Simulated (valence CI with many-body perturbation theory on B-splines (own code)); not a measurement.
**W69+: electric-dipole lines**

Computed by relativistic CI+MBPT: three valence electrons over a frozen Dirac-Fock core [He], radial functions for each j: 11 s, 11 p, 9 d, 7 f, 5 g, 2 h, 1 i, with the one-electron correlation potential Σ1 (screened to all orders), the two-electron term Σ2, the three-electron term Σ3, Breit, model QED; selected single and double excitations, second order for the rest (own B-spline code, finite nucleus).

No measured spectrum was set against this ion. As an estimate, large intervals hold to a few tenths of a per cent, small ones and those within an open d or f shell to about a per cent.

Lines 201 to 250 of 285 in falling wavelength, among levels below 107360 × 10³ cm⁻¹, chosen from the strongest by gf and those to the six lowest levels. Wavelengths and rates use the calculated energies. Electric multipoles are in the length gauge, E1 and E2 with the static RPA response of the core. Weak lines are less certain than strong ones. Lines between different terms over intervals too small for the method are left out, as are lines whose strength nearly cancels. The highest levels of a list are the least certain.

Levels are named by their leading jj configuration (3d3/2^4 stands for four electrons in 3d with j = 3/2), which in mixed levels can hold well under half, so a name can repeat and another be missing. Letters in brackets count levels of one name in rising energy.

| λ vac (nm) | Upper | Lower | A (s⁻¹) | log gf | Branch % |
| --- | --- | --- | --- | --- | --- |
| 0.1139 | (2p1/2 2p3/2 3p1/2) J=5/2 | (2s 2p1/2 2p3/2) J=3/2 [b] | 3.69e+14 | -0.37 | 45.1 |
| 0.1139 | (2s 2p1/2 3p1/2) J=1/2 [a] | (2s^2 2p1/2) J=1/2 | 2.00e+14 | -1.11 | 98.1 |
| 0.1136 | (2s 2p3/2 3p1/2) J=3/2 [a] | (2s^2 2p3/2) J=3/2 | 1.74e+14 | -0.87 | 98.4 |
| 0.1136 | (2s 2p1/2 3p1/2) J=3/2 | (2s^2 2p1/2) J=1/2 | 5.11e+14 | -0.40 | 99.4 |
| 0.1136 | (2s 2p3/2 3p1/2) J=5/2 | (2s^2 2p3/2) J=3/2 | 4.49e+14 | -0.28 | 99.0 |
| 0.1134 | (2p1/2 2p3/2 3p1/2) J=3/2 [b] | (2s 2p1/2 2p3/2) J=1/2 | 7.33e+13 | -1.25 | 10.3 |
| 0.1134 | (2p1/2^2 3p1/2) J=1/2 | (2s 2p1/2^2) J=1/2 | 9.09e+14 | -0.46 | 99.4 |
| 0.1133 | (2p1/2 2p3/2 3p1/2) J=3/2 [a] | (2s 2p1/2 2p3/2) J=5/2 | 1.57e+14 | -0.92 | 19.2 |
| 0.1131 | (2p1/2 2p3/2 3p1/2) J=5/2 | (2s 2p1/2 2p3/2) J=5/2 | 3.71e+14 | -0.37 | 45.3 |
| 0.1131 | (2s 2p1/2 3p1/2) J=1/2 [b] | (2s^2 2p1/2) J=1/2 | 2.63e+14 | -1.00 | 97.8 |
| 0.1129 | (2p1/2 2p3/2 3p1/2) J=1/2 | (2s 2p1/2 2p3/2) J=3/2 [a] | 6.42e+14 | -0.61 | 79.0 |
| 0.1129 | (2p1/2 2p3/2 3p1/2) J=3/2 [a] | (2s 2p1/2 2p3/2) J=3/2 [a] | 4.01e+14 | -0.51 | 49.0 |
| 0.1127 | (2p1/2 2p3/2 3p1/2) J=5/2 | (2s 2p1/2 2p3/2) J=3/2 [a] | 6.79e+13 | -1.11 | 8.3 |
| 0.1127 | (2s 2p3/2 3p1/2) J=1/2 | (2s^2 2p3/2) J=3/2 | 4.36e+14 | -0.78 | 95.9 |
| 0.1127 | (2s 2p3/2 3p1/2) J=3/2 [b] | (2s^2 2p3/2) J=3/2 | 2.86e+14 | -0.66 | 94.4 |
| 0.1127 | (2p1/2 2p3/2 3p1/2) J=3/2 [b] | (2s 2p1/2 2p3/2) J=5/2 | 4.18e+14 | -0.50 | 58.8 |
| 0.1122 | (2p1/2 2p3/2 3p1/2) J=3/2 [b] | (2s 2p1/2 2p3/2) J=3/2 [a] | 2.85e+13 | -1.67 | 4.0 |
| 0.1119 | (2p1/2 2p3/2 3d3/2) J=3/2 [a] | (2p1/2^2 2p3/2) J=3/2 | 2.61e+14 | -0.71 | 47.9 |
| 0.1117 | (2s 2p3/2 3d3/2) J=3/2 [a] | (2s 2p1/2 2p3/2) J=1/2 | 3.25e+12 | -2.61 | 0.2 |
| 0.1116 | (2s 2p1/2 3d3/2) J=3/2 [a] | (2s 2p1/2^2) J=1/2 | 1.94e+14 | -0.84 | 42.6 |
| 0.1116 | (2p1/2 2p3/2 3d3/2) J=5/2 [b] | (2p1/2^2 2p3/2) J=3/2 | 1.90e+15 | 0.33 | 95.5 |
| 0.1115 | (2p1/2 2p3/2 3s) J=1/2 | (2s^2 2p3/2) J=3/2 | 1.30e+12 | -3.32 | 0.4 |
| 0.1115 | (2p1/2 2p3/2 3d3/2) J=3/2 [b] | (2p1/2^2 2p3/2) J=3/2 | 1.72e+15 | 0.11 | 83.6 |
| 0.1115 | (2p1/2 2p3/2 3s) J=5/2 | (2s^2 2p3/2) J=3/2 | 4.26e+12 | -2.32 | 2.4 |
| 0.1114 | (2p1/2 2p3/2 3d3/2) J=1/2 [b] | (2p1/2^2 2p3/2) J=3/2 | 1.95e+15 | -0.14 | 88.9 |
| 0.1114 | (2p1/2 2p3/2 3s) J=3/2 [b] | (2s^2 2p3/2) J=3/2 | 1.98e+12 | -2.83 | 0.6 |
| 0.1113 | (2p1/2^2 3s) J=1/2 | (2s^2 2p1/2) J=1/2 | 1.11e+13 | -2.38 | 4.7 |
| 0.1111 | (2s 2p1/2 3d3/2) J=3/2 [b] | (2s 2p1/2^2) J=1/2 | 1.85e+15 | 0.14 | 86.5 |
| 0.1111 | (2s 2p1/2 3d3/2) J=1/2 | (2s 2p1/2^2) J=1/2 | 1.84e+15 | -0.17 | 88.1 |
| 0.1110 | (2s 2p3/2 3d3/2) J=5/2 [a] | (2s 2p1/2 2p3/2) J=5/2 | 7.86e+14 | -0.06 | 47.2 |
| 0.1110 | (2s 2p3/2 3d3/2) J=3/2 [a] | (2s 2p1/2 2p3/2) J=5/2 | 2.87e+14 | -0.67 | 15.8 |
| 0.1110 | (2s 2p3/2 3d3/2) J=7/2 | (2s 2p1/2 2p3/2) J=5/2 | 1.54e+15 | 0.36 | 98.5 |
| 0.1109 | (2s 2p3/2 3d3/2) J=3/2 [b] | (2s 2p1/2 2p3/2) J=3/2 [b] | 6.51e+14 | -0.32 | 41.0 |
| 0.1109 | (2s 2p3/2 3d3/2) J=3/2 [b] | (2s 2p1/2 2p3/2) J=1/2 | 7.88e+14 | -0.24 | 49.6 |
| 0.1108 | (2s 2p3/2 3d3/2) J=5/2 [b] | (2s 2p1/2 2p3/2) J=3/2 [b] | 1.47e+15 | 0.21 | 94.8 |
| 0.1107 | (2s 2p3/2 3d3/2) J=1/2 [b] | (2s 2p1/2 2p3/2) J=1/2 | 1.38e+15 | -0.30 | 70.9 |
| 0.1106 | (2s 2p3/2 3d3/2) J=5/2 [a] | (2s 2p1/2 2p3/2) J=3/2 [a] | 7.05e+14 | -0.11 | 42.3 |
| 0.1106 | (2s^2 3d3/2) J=3/2 | (2s^2 2p1/2) J=1/2 | 1.51e+15 | 0.05 | 84.5 |
| 0.1106 | (2s 2p3/2 3d3/2) J=3/2 [a] | (2s 2p1/2 2p3/2) J=3/2 [a] | 1.16e+15 | -0.07 | 64.3 |
| 0.1105 | (2s 2p3/2 3d3/2) J=1/2 [a] | (2s 2p1/2 2p3/2) J=3/2 [a] | 1.44e+15 | -0.28 | 89.9 |
| 0.1104 | (2s 2p3/2 3d5/2) J=3/2 [a] | (2s 2p1/2 2p3/2) J=1/2 | 5.33e+13 | -1.41 | 3.4 |
| 0.1102 | (2s 2p3/2 3d3/2) J=3/2 [b] | (2s 2p1/2 2p3/2) J=5/2 | 4.55e+12 | -2.48 | 0.3 |
| 0.1101 | (2s 2p3/2 3d3/2) J=5/2 [b] | (2s 2p1/2 2p3/2) J=5/2 | 6.23e+11 | -3.17 | 0.0 |
| 0.1099 | (2s 2p3/2 3d5/2) J=5/2 [a] | (2s 2p1/2 2p3/2) J=5/2 | 2.38e+12 | -2.59 | 0.2 |
| 0.1098 | (2s 2p3/2 3d5/2) J=7/2 [a] | (2s 2p1/2 2p3/2) J=5/2 | 7.97e+12 | -1.94 | 0.4 |
| 0.1097 | (2s 2p3/2 3d3/2) J=5/2 [b] | (2s 2p1/2 2p3/2) J=3/2 [a] | 1.67e+13 | -1.74 | 1.1 |
| 0.1096 | (2p1/2 2p3/2 3p3/2) J=1/2 [a] | (2s 2p1/2 2p3/2) J=1/2 | 2.78e+14 | -1.00 | 56.8 |
| 0.1096 | (2s 2p3/2 3d5/2) J=3/2 [b] | (2s 2p1/2 2p3/2) J=1/2 | 3.65e+13 | -1.58 | 2.9 |
| 0.1096 | (2p1/2 2p3/2 3p3/2) J=3/2 [a] | (2s 2p1/2 2p3/2) J=1/2 | 8.99e+13 | -1.19 | 10.9 |
| 0.1095 | (2s 2p3/2 3d5/2) J=5/2 [a] | (2s 2p1/2 2p3/2) J=3/2 [a] | 5.36e+11 | -3.24 | 0.0 |

Question: How does gf follow from A for the line at 0.1098 nm?

Answer: gf = 1.4992 × (2J+1)_upper × A / σ², with σ = 91089952 cm⁻¹ and 2J+1 = 8: gf = 0.0115.
